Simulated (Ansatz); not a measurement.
CH7NO3Ti (`C[NH][Ti]([OH])([OH])[OH]`) at its PBE0-D4/def2-TZVP geometry, where that method's forces vanish. Charge 0, multiplicity 1.

```xyz
13

C    -1.0339   -1.7110   -0.3036
N    -0.5012   -0.4555   -0.7785
Ti    0.6289    0.7436    0.1101
O    -0.3325    1.9152    1.0988
O     1.5305    1.6569   -1.1638
O     1.6715   -0.2254    1.2301
H    -2.1308   -1.7097   -0.2715
H    -0.6745   -1.9058    0.7090
H    -0.7158   -2.5537   -0.9285
H    -0.7220   -0.2766   -1.7502
H    -1.2790    2.0045    1.2079
H     1.6404    2.5973   -1.3029
H     1.9184   -0.0797    2.1431
```

(1) What forces (eV/Å) does B3LYP-D4/def2-TZVPP give on these atoms in Ansatz 0.2.0? (Estimate.)

Results:

(1) The calculation gave: 
```
C1  -0.115 -0.278  0.124
N2  -0.047  0.033 -0.220
Ti3  0.003 -0.006 -0.036
O4  -0.154  0.192  0.166
O5   0.156  0.127 -0.211
O6   0.171 -0.170  0.165
H7   0.050 -0.010 -0.002
H8  -0.029  0.005 -0.055
H9  -0.023  0.031  0.026
H10 -0.005  0.011 -0.003
H11 -0.046  0.028  0.024
H12  0.017  0.047 -0.023
H13  0.023 -0.009  0.045
```

B3LYP here is the variant with VWN-RPA as its local correlation; programs differ in this.
